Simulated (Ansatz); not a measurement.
Species: GaAs, charge 0, triplet. GaAs (SMILES [Ga]=[As], triplet).
B3LYP-D3(BJ)/def2-TZVP minimum from Ansatz (a program for electronic structure):
```
Ga
As 1 2.3543
```
Charge 0, spin multiplicity 3.

Total energies in cc-pVDZ, 8 correlated electrons, 28 frozen orbitals. Open shells are spin-unrestricted; no spin-orbit coupling. Correlated methods leave the cores frozen (noble-gas shells, and filled d and f shells in the p block). No relativity. The UHF reference of AsGa ([Ga]=[As], triplet) is spin-contaminated (<S^2> up to 0.08 over the pure value in the sets run). The determinant of AsGa ([Ga]=[As], triplet) is a saddle point of the SCF energy; a lower one exists, which strains HF and MP2.

```
method    program  energy (Eh)  minus CCSDTQ (mEh)
--------  -------  -----------  ------------------
HF         Ansatz  -4157.36910              150.41
MP2        Ansatz  -4157.48459               34.92
CCSD       Ansatz  -4157.51092                8.58
CCSD(T)    Ansatz  -4157.51738                2.13
CCSDT(Q)   Ansatz  -4157.51959               -0.09
CCSDTQ     Ansatz  -4157.51951                0.00
```

Rough core times of Ansatz's runs on a shared machine: CCSD(T) 30 s, CCSDT(Q) 80 s, CCSDTQ 3 min.
